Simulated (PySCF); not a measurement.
SMILES C=C[Si](C)C, doublet, PBE0/def2-SVP optimised geometry.

```
14

C     -1.76     1.11    -0.61
C     -0.63     0.72     0.00
Si     0.07    -1.00     0.00
C      1.96    -1.00     0.00
C     -0.65    -2.07    -1.37
H     -2.35     0.42    -1.23
H     -2.15     2.13    -0.53
H     -0.10     1.47     0.60
H      2.35    -2.01     0.16
H      2.35    -0.63    -0.96
H      2.35    -0.35     0.80
H     -0.40    -1.67    -2.36
H     -1.75    -2.13    -1.30
H     -0.26    -3.10    -1.31
```

Density from unrestricted PBE0/def2-TZVP in PySCF 2.14.0 at that geometry.

Minimum of the electron density along straight lines between bonded atoms, close to the bond critical point (lines longer than 1.1 times the sum of covalent radii, or with two minima, are not listed):

```tsv
bond	length / Å	ρ at the minimum / e bohr⁻³	∇²ρ there / e bohr⁻⁵	position (fraction from the first atom)
C1–C2	1.346	0.340	-1.01	0.50
C2–Si3	1.855	0.122	0.24	0.61
Si3–C4	1.886	0.118	0.18	0.39
Si3–C5	1.885	0.118	0.18	0.39
C1–H6	1.096	0.277	-0.96	0.65
C1–H7	1.096	0.277	-0.96	0.65
C2–H8	1.099	0.272	-0.92	0.64
C4–H9	1.101	0.267	-0.87	0.64
C4–H10	1.104	0.264	-0.86	0.64
C4–H11	1.101	0.267	-0.87	0.64
C5–H12	1.104	0.264	-0.86	0.64
C5–H13	1.101	0.267	-0.87	0.64
C5–H14	1.101	0.267	-0.87	0.64
```
